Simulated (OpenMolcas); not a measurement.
4d7 along the 43-electron sequence

```json
{"Program": "OpenMolcas 26.06", "Method": "CASSCF", "Basis": "ANO-R2", "Scalar Hamiltonian": "X2C, finite nucleus", "Spin-orbit coupling": "state interaction with AMFI integrals over the reference wave functions, term energies averaged over their components"}
```

Active space for each ion: 7 electrons in 5 orbitals (4d).

Computed levels in cm-1 above 4F 9/2:

```tsv
Level	Ru+	Rh2+	Ag4+
4F 7/2	1529	2066	3458
4F 5/2	2564	3432	5604
4F 3/2	3240	4312	6946
4P 5/2	12978	14966	18625
4P 3/2	13116	15044	18361
2G 9/2	13372	15531	19423
4P 1/2	14070	16401	20875
2G 7/2	14897	17598	22861
2H 11/2	17707	20575	25821
weight of 4F in the lowest level (%)	99	98	97
```

Mixed levels, with the weight of the term that names them: Ag4+ 4P 3/2 (72 %).

Measured, with the error of the calculation in %. Measured levels: Ru+ from NIST Handbook of Basic Atomic Spectroscopic Data; Rh2+ from the list in Shadmi, J. Res. Natl. Bur. Stand. 70A, 435 (1966); Ag4+ from the list in Gamrath, thesis, University of Mons (2023).

```tsv
Level	Ru+	Rh2+	Ag4+
4F 7/2	1523 (+0.4)	2148 (-3.8)	3690 (-6.3)
4F 5/2	2494 (+2.8)	3486 (-1.5)	5816 (-3.6)
4F 3/2	3104 (+4.4)	4322 (-0.2)	7097 (-2.1)
4P 5/2	8257 (+57.2)	11062 (+35.3)	14899 (+25.0)
4P 3/2	8478 (+54.7)	10997 (+36.8)	14204 (+29.3)
2G 9/2			16875 (+15.1)
4P 1/2	9374 (+50.1)		17067 (+22.3)
2G 7/2			20442 (+11.8)
2H 11/2			22532 (+14.6)
```

The fine-structure level 4F 3/2 changes by a factor of 2.14 from Ru+ to Ag4+. Its fourth root runs 7.54, 8.10, 9.13, with steps per unit of Z of 0.56, 0.51; equal steps would mean a (Z - σ)^4 law with constant σ.

4P 5/2 changes by a factor of 1.44 over the same range, with steps per unit of Z of +1990, +1830 cm-1.

Without dynamic correlation excited terms often stand tens of per cent too high (terms of higher spin than the ground term too low), and those without a measured partner can miss by more than the paired ones. Configurations with an s electron lie low at this charge and mix in, so terms can be misplaced (holds for Ru+). Levels of configurations with an s electron are missing; early in the row they begin among the upper levels of the d shell and mix with terms of their name (holds for Rh2+). Measured partners are found by configuration, term and J. A level has none where our copy of the source lacks it or the pairing is in doubt (some pairs that miss far off the trend of their configuration count as doubtful), and it then counts in no deviation. Only configurations of the active space appear.
